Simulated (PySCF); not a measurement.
# Radial density of P (phosphorus, neutral)

UHF, [Ne] 3s2 3p2 3d1, one real determinant (an excited configuration). Calculation: PySCF 2.14, in aug-cc-pV(5+d)Z (8s7p6d4f3g2h, 136 functions); no relativity, point nucleus.

```
r (bohr)  4πr²ρ (e/bohr)  4πr²(ρα − ρβ)
 0.00168         0.07363         0.0000
 0.00282          0.2013         0.0000
 0.00475          0.5375         0.0000
 0.00799           1.380        -0.0001
  0.0134           3.318        -0.0002
  0.0226           7.141        -0.0001
  0.0380           12.79         0.0015
  0.0639           16.97         0.0110
   0.108           14.59         0.0493
   0.181           10.77         0.1421
   0.304           15.02         0.2036
   0.512           13.06         0.0451
   0.861           3.585         0.1351
    1.45           2.347         0.9552
    2.44           1.479         0.8631
    4.10          0.3283         0.2924
    6.89          0.1269         0.1268
    11.6       0.0002571         0.0003
```

⟨L²⟩ = 8.01 against 12 for a pure F term, so this real determinant mixes terms. The outer electron is Rydberg-like, and this basis confines it to a smaller radius and binds it less than a complete one would.
